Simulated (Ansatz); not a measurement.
System: sum formula H3SiO3, net charge 0, doublet state. It need not be the lowest isomer of its formula. SMILES: [O][SiH](O)O
Geometry from a B3LYP-D3(BJ)/def2-TZVP (Ansatz, a program for electronic structure) optimisation:
```xyz
7

Si    -0.0541     0.0028     0.2710
O     -0.7428     1.4707    -0.0628
O     -0.7063    -1.2699    -0.5091
O      1.5332    -0.1201    -0.0733
H     -0.3573     0.0409     1.7283
H     -1.6641    -1.3307    -0.5468
H      2.1066     0.6051     0.1870
```
Charge 0, spin multiplicity 2.

Atomisation energy built up term by term with Ansatz (kcal/mol; UHF references for open shells; valence terms freeze the core; atomic spin-orbit terms are left out). Basis-set limits of correlation are two-point, X^-3; Hartree-Fock from the larger set (for Q and 5 zeta extrapolated as (X+1)exp(-9√X)).

```json
[
 {"term": "Hartree-Fock", "basis": "CBS(cc-pV(Q+d)Z,cc-pV(5+d)Z)", "kcal/mol": "437.20"},
 {"term": "CCSD correlation", "basis": "CBS(cc-pV(Q+d)Z,cc-pV(5+d)Z)", "kcal/mol": "179.31"},
 {"term": "(T)", "basis": "CBS(cc-pV(Q+d)Z,cc-pV(5+d)Z)", "kcal/mol": "11.61"},
 {"term": "core correlation", "basis": "cc-pwCVTZ", "kcal/mol": "0.93"},
 {"term": "scalar relativity (X2C)", "basis": "cc-pVTZ-DK against cc-pVTZ", "kcal/mol": "-1.56"},
 {"term": "sum: De", "basis": "", "kcal/mol": "627.5"}
]
```

(T) makes 1.8 % of the CCSD(T) atomisation energy; under 5 % is typical of single-reference molecules.
